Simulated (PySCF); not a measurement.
AsH5Si, SMILES [SiH3][AsH2] (connectivity only; charge and spin as stated), charge +1, multiplicity 2.

Coordinates come from a PBE0-D3(BJ)/def2-TZVP optimisation. The multiplicity is an assumed one; other spin states were not compared.

The numbers are results of PBE/def2-TZVPD in PySCF, not measurements.

Isolated molecule, no solvent.

### Question
Estimate the frontier levels, dipole moment and polarisability. (Estimate from the structure and the level; the computed values follow.)

### Answer

- α spin, highest occupied and lowest empty level = -12.39 and -7.15 eV
- β spin, highest occupied and lowest empty level = -14.22 and -10.92 eV
- dipole moment about the centre of nuclear charge = 0.79 D
- mean static polarisability = 55.0 bohr³ (8.15 Å³)
- polarisability, principal values = 44.9, 48.8, 71.5 bohr³
- ⟨S²⟩ = 0.753 (pure state 0.75)
